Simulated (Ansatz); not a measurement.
CH₂BNO₂ (`N#COBO`) at its PBE0-D4/def2-TZVP geometry, where that method's forces vanish. The species carries charge 0 and has multiplicity 1.

```xyz
7

N    -1.5386    2.3655    0.4014
C    -0.6644    1.6279    0.2589
O     0.3460    0.8521    0.1049
B     0.1900   -0.5231   -0.0821
O     1.3402   -1.1882   -0.2266
H    -0.9016   -1.0017   -0.1015
H     1.2285   -2.1325   -0.3549
```

Task: What forces (eV/Å) does PBE-D4/def2-TZVPP give on these atoms in the Gaussian-basis code of Ansatz? (Best estimate.)

Result: The calculation gave: 
```
N1  -1.285  1.114  0.214
C2   0.750 -0.678 -0.129
O3   0.554  0.009 -0.023
B4  -0.387 -0.110  0.001
O5   0.552  0.154 -0.003
H6  -0.131 -0.057 -0.002
H7  -0.054 -0.433 -0.059
```
